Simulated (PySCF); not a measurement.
# Working out the ionisation energy of As

As [Ar] 3d10 4s2 4p3 (4S) → As+ [Ar] 3d10 4s2 4p2 (3P). Computed with PySCF 2.14 in cc-pVTZ-DK (6s5p3d1f, 43 functions), with the spin-free X2C one-electron Hamiltonian (Gaussian nucleus). Frozen: [Ar] 3d10. Energies in hartree (1 hartree = 27.21139 eV):

```json
{"part": "UHF", "As (lower)": "-2259.014353", "As+ (upper)": "-2258.668413"}
{"part": "CCSD correlation", "As (lower)": "-0.084949", "As+ (upper)": "-0.068808"}
{"part": "(T)", "As (lower)": "-0.002751", "As+ (upper)": "-0.001604"}
```

Question: What does Hartree-Fock give?

Answer: (-2258.668413) − (-2259.014353) = 0.345940 hartree = 9.414 eV.

Question: What do CCSD and CCSD(T) give?

Answer: The CCSD correlation energies differ by 0.016141 hartree = 0.439 eV and the triples by 0.001147 hartree = 0.031 eV, so CCSD gives 9.853 eV and CCSD(T) 9.884 eV.

Measured between the centres of the two terms (NIST): 10.008 eV, so CCSD(T) (valence) is off by -0.124 eV.

What remains against the reference includes basis incompleteness, the frozen core and higher excitations.
